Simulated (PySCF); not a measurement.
## Tm⁶²⁺: ionisation energy

Tm⁶²⁺ [He] 2s2 2p3 [2p1/2^2 2p3/2^1, M_J = 3/2] → Tm⁶³⁺ [He] 2s2 2p2 [2p1/2^2, M_J = 0], as a difference of total energies. Computed with PySCF 2.14 in an even-tempered Gaussian basis (17 s from 45 bohr⁻², ratio 2.4; 13 p from 59 bohr⁻², ratio 2.4; 5 d from 200 bohr⁻², ratio 2.6; 4 f from 290 bohr⁻², ratio 2.6), with the two-component X2C-1e Hamiltonian. Correlated levels: nothing frozen; the 30 highest virtual spinors dropped. "Screened" scales the spin-orbit matrix elements by Boettger's factors to mimic the two-electron term; Breit and QED terms are absent.

```
                    method  ionisation energy (eV)
           GHF (spin-free)                 14667.5
          GMP2 (spin-free)                 14667.5
 GHF (screened spin-orbit)                 14312.0
GMP2 (screened spin-orbit)                 14312.1
```

For this ion Breit and QED terms and the two-electron picture change, all absent here, outweigh the correlation shift from GHF to GMP2.

The spin-free rows relax to the high-spin LS determinant and lack the spin-orbit shift.

The labels give the starting determinants; with spin-orbit coupling the two ends relaxed to ⟨J²⟩ = 3.75, ⟨L²⟩ = 2.59, ⟨S²⟩ = 1.47 and ⟨J²⟩ = 0.00, ⟨L²⟩ = 1.33, ⟨S²⟩ = 1.33.

For comparison: 14300 ± 15 eV (theoretical estimate listed by NIST; NIST Atomic Spectra Database, ionization energies).
